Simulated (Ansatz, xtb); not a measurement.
# A geometry optimisation of BBrH3Si− with r2SCAN-D4/def2-SVPD

The starting geometry of this gas-phase singlet has its atoms placed at random.

```yaml
atoms:
  - { symbol: B, position_ang: [1.6722, 0.2094, -0.2419] }
  - { symbol: Br, position_ang: [-0.3387, -0.4732, 0.6993] }
  - { symbol: Si, position_ang: [-1.2118, 0.6333, -1.5744] }
  - { symbol: H, position_ang: [0.7399, -1.6504, -0.2932] }
  - { symbol: H, position_ang: [0.5944, 0.9774, -1.1324] }
  - { symbol: H, position_ang: [-0.4107, -1.5491, -0.6382] }
```

Guess where an optimisation with r2SCAN-D4/def2-SVPD ends from this start.

It ends as a structure with Br2 bridging B1 and Si3, given below by its coordinates. Contacts that open: Br2–H4 (1.88 → 2.85 Å), Br2–H6 (1.72 → 3.02 Å). Contacts that close: B1–Si3 (3.21 → 2.04 Å), B1–H4 (2.08 → 1.22 Å), B1–H5 (1.60 → 1.22 Å), Br2–Si3 (2.68 → 2.56 Å), Si3–H6 (2.51 → 1.55 Å).

The energy falls by 10.36 eV over 23 steps:

```csv
step,E − E(last) (eV)
1,10.363
3,6.886
6,4.180
8,2.956
11,2.194
13,1.613
16,0.202
18,0.020
21,0.000
23,0.000
```

Final geometry (Å):

```json
{"atom": "B", "x (Å)": "0.8725", "y (Å)": "-0.0743", "z (Å)": "-0.6106"}
{"atom": "Br", "x (Å)": "-0.5966", "y (Å)": "-0.0145", "z (Å)": "1.1276"}
{"atom": "Si", "x (Å)": "-1.0117", "y (Å)": "-0.0657", "z (Å)": "-1.3953"}
{"atom": "H", "x (Å)": "1.5361", "y (Å)": "-1.0819", "z (Å)": "-0.4386"}
{"atom": "H", "x (Å)": "1.4731", "y (Å)": "0.9821", "z (Å)": "-0.5039"}
{"atom": "H", "x (Å)": "-1.2282", "y (Å)": "-1.5984", "z (Å)": "-1.3602"}
```

From the same start GFN2-xTB ends elsewhere, at `[SiH][BH2-]Br`.

From so rough a start the end depends on the optimiser's path, so another program may land elsewhere. No frequencies were run, so the end isn't proven a minimum. Run with Ansatz 0.2.0, 25 s on 2 threads of Intel(R) Xeon(R) 6975P-C (Granite Rapids) (shared host).
